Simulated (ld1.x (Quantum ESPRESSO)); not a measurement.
Transferability test, PAW potential for Ga (Z = 31)

```
Element                 : Ga
Generator               : ld1.x (Quantum ESPRESSO) 7.5
Type                    : PAW
Functional              : PBE
Relativity              : scalar-relativistic
Frozen core             : [Ne]
Valence charge          : 21
Reference configuration : 3s2 3p6 3d10 4s2 4p1
Partial waves           : 3s (bound): rcut 1.00, rcutus 1.10 bohr; 4s (bound): rcut 1.00, rcutus 1.10 bohr; 3p (bound): rcut 1.10, rcutus 1.35 bohr; 4p (bound): rcut 1.10, rcutus 1.35 bohr; 3d (bound): rcut 1.05, rcutus 1.15 bohr; 3d channel at 1.9 Ry: rcut 1.05, rcutus 1.15 bohr
Local potential         : all-electron potential smoothed inside 1.10 bohr (lloc = -2)
Core correction         : Bessel-smoothed model core, default radius (core density twice the valence density)
Augmentation charge     : BESSEL, radius 0.85 bohr
```

Energies are relative to the spin-unpolarised reference configuration 3s2 3p6 3d10 4s2 4p1; without spin polarisation the order of configurations can differ from experiment. Not all tests gave a result: test run stopped at test 7 of 7 (negative rho).

| valence configuration | charge | ΔE all-electron (eV) | error AE − PS (meV) |
| --- | --- | --- | --- |
| 3s2 3p6 3d10 4s2 4p0 | +1 | 5.688 | -0.2 |
| 3s2 3p6 3d10 4s1 4p0 | +2 | 26.816 | -2.6 |
| 3s2 3p6 3d10 4s0 4p0 | +3 | 58.088 | -6.3 |
| 3s2 3p6 3d10 4s1 4p1 | +1 | 13.060 | -0.6 |
| 3s2 3p6 3d10 4s1 4p2 | 0 | 6.538 | +0.9 |

Q: What are ΔE and the potential's error for 3s2 3p6 3d10 4s2 4p1.3?

A: ΔE = -0.534 eV all-electron; the error (AE − PS) is +0.1 meV.

Levels in the configuration 3s2 3p6 3d10 4s1 4p2:

```json
{"level": "3s", "all-electron (eV)": "-150.062", "pseudo (eV)": "-150.049"}
{"level": "3p", "all-electron (eV)": "-100.794", "pseudo (eV)": "-100.779"}
{"level": "3d", "all-electron (eV)": "-21.035", "pseudo (eV)": "-21.024"}
{"level": "4s", "all-electron (eV)": "-10.044", "pseudo (eV)": "-10.041"}
{"level": "4p", "all-electron (eV)": "-3.348", "pseudo (eV)": "-3.349"}
```
